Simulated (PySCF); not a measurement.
Ge(H)2(F)(Et) (C2H7FGe), SMILES C[CH2][GeH2][F]. Atoms are numbered in the order given.

```xyz
11

Ge     0.5399     0.3965    -0.1736
F      1.1985    -0.8565     0.8710
C     -1.2343    -0.2324    -0.7104
C     -2.1337    -0.5518     0.4878
H      0.4850     1.6723     0.6938
H      1.5297     0.5389    -1.3484
H     -1.6826     0.5425    -1.3562
H     -1.0859    -1.1224    -1.3441
H     -1.6729    -1.3147     1.1342
H     -2.3126     0.3415     1.1083
H     -3.1160    -0.9324     0.1642
```

Geometry: B3LYP-D3(BJ)/def2-SVP. One conformer was computed; it need not be the lowest.

These are KT2/pcSseg-1 (PySCF) values and carry that method's errors.

GIAO shieldings, no solvent; atoms listed in one row are averaged. δ = σ(ref) − σ: ⁷³Ge against GeH4 (σ = 1669.3 ppm); ¹⁹F against CFCl3 (σ = 127.1 ppm); ¹³C against TMS (σ = 185.1 ppm); ¹H against TMS (σ = 31.47 ppm), references at their B3LYP-D3(BJ)/def2-TZVP geometries, non-relativistic.

```json
[
 {"nucleus": "⁷³Ge", "atoms": "Ge1", "count": "1", "δ (ppm)": "389.9"},
 {"nucleus": "¹⁹F", "atoms": "F2", "count": "1", "δ (ppm)": "-287.1"},
 {"nucleus": "¹³C", "atoms": "C3", "count": "1", "δ (ppm)": "18.2"},
 {"nucleus": "¹³C", "atoms": "C4", "count": "1", "δ (ppm)": "12.7"},
 {"nucleus": "¹H", "atoms": "H6", "count": "1", "δ (ppm)": "5.99"},
 {"nucleus": "¹H", "atoms": "H5", "count": "1", "δ (ppm)": "5.81"},
 {"nucleus": "¹H", "atoms": "H8", "count": "1", "δ (ppm)": "1.78"},
 {"nucleus": "¹H", "atoms": "H9, H10, H11", "count": "3", "δ (ppm)": "1.66"},
 {"nucleus": "¹H", "atoms": "H7", "count": "1", "δ (ppm)": "1.09"}
]
```
